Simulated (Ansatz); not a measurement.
```yaml
crystal:
  periodic: [false, false, false]
  atoms:
    - {symbol: C, position_ang: [-0.879162, 2.310746, -0.575381]}
    - {symbol: N, position_ang: [-0.427413, -0.249853, -0.638367]}
    - {symbol: C, position_ang: [0.739024, -1.127428, 1.762078]}
    - {symbol: Si, position_ang: [-0.862356, -2.011481, -3.234222]}
    - {symbol: H, position_ang: [-1.725056, 3.033143, -2.546595]}
    - {symbol: H, position_ang: [0.578934, 3.545901, -0.208718]}
    - {symbol: H, position_ang: [-1.893328, 2.740396, 1.097164]}
    - {symbol: H, position_ang: [2.736373, -0.201161, 2.114726]}
    - {symbol: H, position_ang: [1.475847, -3.023046, 1.722973]}
    - {symbol: H, position_ang: [-0.310382, -0.444326, 3.406766]}
    - {symbol: H, position_ang: [-0.019725, -4.295353, -2.083567]}
basis:
  gaussian: {orbitals: aug-cc-pVTZ}
hamiltonian: {xc: {name: r2SCANh}, dispersion: d3bj}
output: {forces: true}
```

```sh
$ ansatz run in.yaml --threads 4 --pin off --events-out ev --progress --plain --max-ram 10444MiB
```

Output, abridged:

```
Warning: the engine holds no damping parameters fitted to this dispersion correction and functional, so the run takes those fitted to r2scanh beside the three-body term, which d3bj leaves out (hamiltonian.dispersion, under Limitations)
Functional definition: r2SCANh
1381 factors; their error is unknown
mean field evaluation 1: about -11485.8538 eV, gradient 9.2e1 eV
mean field evaluation 2: about -11178.7747 eV, gradient 1.5e2 eV
mean field evaluation 4: about -11430.2740 eV, gradient 1.3e2 eV
mean field evaluation 8: about -11514.0806 eV, gradient 2.2e0 eV
mean field evaluation 16: about -11514.1813 eV, gradient 6.6e-4 eV
mean field -11514.18129617 eV, -423.1383580418 hartree, gradient 1.5e-5 eV, S^2 0.000000; 6 other end points of the search recorded, 0 dependent functions left out
reference -11514.18133910 eV, -423.1383596196 hartree; 20, 20 occupied and 329, 329 virtual orbitals, 1381 factors
Total energy: -11514.25053789 eV, -423.1409026280 hartree
Atom 0 at    -0.879162     2.310746    -0.575381 Å, force     0.756084     1.783962     1.313804 eV/Å
Atom 1 at    -0.427413    -0.249853    -0.638367 Å, force    -0.499786     0.507155     0.154778 eV/Å
Atom 2 at     0.739024    -1.127428     1.762078 Å, force     1.940007    -0.009399     1.335671 eV/Å
Atom 3 at    -0.862356    -2.011481    -3.234222 Å, force     1.097830    -0.866901     2.364572 eV/Å
Atom 4 at    -1.725056     3.033143    -2.546595 Å, force     0.816318    -0.804264     2.146770 eV/Å
Atom 5 at     0.578934     3.545901    -0.208718 Å, force    -2.470100    -2.299225    -0.771820 eV/Å
Atom 6 at    -1.893328     2.740396     1.097164 Å, force     1.452708    -0.821555    -2.815022 eV/Å
Atom 7 at     2.736373    -0.201161     2.114726 Å, force    -2.416846    -0.997058    -0.468663 eV/Å
Atom 8 at     1.475847    -3.023046     1.722973 Å, force    -1.363519     2.728465     0.089458 eV/Å
Atom 9 at    -0.310382    -0.444326     3.406766 Å, force     1.388740    -1.129993    -2.383083 eV/Å
Atom 10 at    -0.019725    -4.295353    -2.083567 Å, force    -0.701436     1.908814    -0.966464 eV/Å
Dipole moment:    -0.366152    -0.308437    -0.954790 e Å
```

In this input the coordinates are in bohr but typed as ångström. The calculation finished and met its thresholds. The result belongs to that input, not to the molecule as meant.
